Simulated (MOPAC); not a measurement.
Ligands exchanged one at a time, Al Cl-CH3. Isolated molecules, 0 K electronic values unless said otherwise. Strings in code marks are SMILES.

Quantity: vertical ionisation energy (energy after one electron is removed minus that of the parent at the parent's geometry), in eV.

Case: `[CH3][Al]([CH3])[Cl]`. Geometry of `[CH3][Al]([CH3])[Cl]` (neutral, multiplicity 1, Å):

```xyz
10

C     -1.7372    -0.2027     0.1929
Al     0.0096     0.5956    -0.1210
C      1.7111    -0.3481    -0.0833
Cl     0.0845     2.6750    -0.5381
H     -1.8495    -1.1392    -0.3607
H     -2.5552     0.4628    -0.0857
H     -1.8572    -0.4506     1.2526
H      2.1504    -0.3847    -1.0847
H      2.4337     0.1671     0.5545
H      1.6098    -1.3753     0.2734
```

**Question.** Give the vertical ionisation energy (energy after one electron is removed minus that of the parent at the parent's geometry) at the level minus the HOMO energy of PM3 // B3LYP-D3(BJ)/def2-TZVP (MOPAC).

**Answer.** 10.16 eV.
